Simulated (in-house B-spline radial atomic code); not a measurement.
Results of a calculation; reference values are marked as such.
# Sn ion on Hf atom: potential, deflection and energy transfer

The pair potential comes from two frozen, spherical free-atom densities (PBE, B-spline radial code, scalar-relativistic past argon): electrostatics plus the change in Thomas-Fermi kinetic and Dirac exchange energy where they overlap, the recipe behind the universal ZBL potential, which averages such potentials (from solid-state densities) over many pairs. It is written V = (Z1 Z2 e²/r) φ(r/a), with e² = 14.3996 eV·Å and a = 0.46850 Å/(Z1^0.23 + Z2^0.23); ZBL's fit is φ = 0.18175 e^(−3.1998x) + 0.50986 e^(−0.94229x) + 0.28022 e^(−0.4029x) + 0.02817 e^(−0.20162x). Where φ falls below 4e-4 it is continued as an exponential.

Masses 118.71 and 178.49 u.

| x = r/a | φ, this pair | φ, ZBL |
| --- | --- | --- |
| 0.1 | 0.8826 | 0.8928 |
| 0.5 | 0.6018 | 0.6096 |
| 1.5 | 0.292 | 0.2995 |
| 3 | 0.1251 | 0.1292 |
| 5 | 0.04986 | 0.05224 |
| 8 | 0.01634 | 0.01705 |
| 12 | 0.004643 | 0.00474 |
| 17 | 0.001252 | 0.001212 |

Question: At x = 3 the electrostatic, kinetic and exchange parts are 7088.35, 17267.07 and -665.57 eV. Find r, V and φ.

Answer: a = 0.46850/(2.4590 + 2.6742) = 0.09127 Å, so r = 0.27381 Å. V = 7088.35 + 17267.07 + (-665.57) = 23689.85 eV. The bare repulsion is 50 × 72 × 14.3996/0.27381 = 189330 eV, so φ = 0.1251, -3.2 % against ZBL's 0.1292. The kinetic (Pauli) term is 73 % of V here.

Question: The ion comes in at 9.457 keV with impact parameter 0.4563 Å. The scattering integral gives a centre-of-mass angle of 52.14° and a closest approach of 6.545 a. What are the reduced energy, the energy passed on and the laboratory angles?

Answer: ε = E a M2/(Z1 Z2 e² (M1 + M2)) = 9457 × 1.0574e-06 = 0.01. The most that one collision can pass on is γE with γ = 4 M1 M2/(M1 + M2)² = 0.9595. Here T = γE sin²(θ/2) = 0.9595 × 9457 × 0.1932 = 1753 eV. The ion turns by arctan(sin θ/(cos θ + M1/M2)) = 31.7°, and the struck atom leaves at (180° − θ)/2 = 63.9°. The closest approach is 0.597 Å. With ZBL the angle would be 53.59° and T = 1844 eV.
